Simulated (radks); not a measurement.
Neutral cerium inside a hard spherical wall (all orbitals vanish at R), configuration held at [Xe] 4f1 5d1 6s2 and not refilled when levels cross. Method: scalar-relativistic Kohn-Sham, PBEsol, spin-polarised, spherical densities, point nucleus; open shells are filled with parallel spins first (spin-orbit coupling, left out, can overturn this in heavy ions); computed with a radial shooting solver on a logarithmic mesh with Libxc functionals. Eigenvalues in eV for spin up, with the zero of energy where the potential of the charges vanishes at infinity; a dash marks a level that is unbound or too diffuse for the functional's potential to be trusted. A positive occupied level is held by the wall or, in an anion where self-interaction has pushed it up, behind a barrier. The pressure on the wall is -dE/dV.

| R (bohr) | E (hartree) | kinetic (hartree) | e(5p) | e(4f) | e(6s) | e(5d) | e(6p, empty) | e(7s, empty) | pressure (GPa) |
|---|---|---|---|---|---|---|---|---|---|
| free | -8857.1111 | 9387.457 | -23.542 | -5.752 | -3.933 | -3.346 | -1.413 | - | 0 |
| 15 | -8857.1111 | 9387.457 | -23.539 | -5.749 | -3.931 | -3.343 | -1.401 | 0.406 | 0.000255 |
| 12 | -8857.1106 | 9387.462 | -23.502 | -5.712 | -3.902 | -3.311 | -1.322 | 1.247 | 0.00789 |
| 6 | -8856.9596 | 9388.189 | -20.860 | -2.892 | -0.730 | -0.849 | 3.759 | 18.911 | 9.49 |
| 5 | -8856.7009 | 9389.205 | -18.761 | -0.477 | 3.349 | 1.526 | 9.584 | 34.557 | 40.0 |
| 3.5 | -8854.7012 | 9396.778 | -9.796 | 10.263 | 27.951 | 13.479 | 40.738 | 104.91 | 632 |
| 3 | -8852.1103 | 9406.049 | -1.115 | 19.766 | 53.957 | 25.387 | 70.991 | 166.34 | 2020 |
